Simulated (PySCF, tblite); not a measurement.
Species: C₅H₁₃FO₂Si.
SMILES: `[C@H](C[Si@@H](OCC)O)(F)C`

Jobs on this species (22 atoms, 82 electrons) with PySCF (density fitting) and tblite. Hardware of each: one thread of an Intel Xeon at 2.70 GHz, on a shared host. Other jobs ran on the host; a repeat could differ by tens of per cent or more.

```json
{"level and settings": "GFN2-xTB", "work": "Hessian by finite differences", "basis functions": "–", "SCF cycles": "–", "wall time": "?"}
{"level and settings": "PBE0/pcSseg-1", "work": "shieldings, charges and field gradients", "basis functions": "225", "SCF cycles": "14", "wall time": "99 s"}
{"level and settings": "GFN2-xTB", "work": "L-BFGS relaxation", "basis functions": "–", "SCF cycles": "–", "wall time": "3.8 s"}
```

Problem. Fill in the missing figures.

Solution. 
- GFN2-xTB; Hessian by finite differences: 1.9 s

Problem. What do all jobs in the table cost together?

Solution. About 1.7 min; the longest takes about 95 % of that, and about 52 times as long as the shortest.
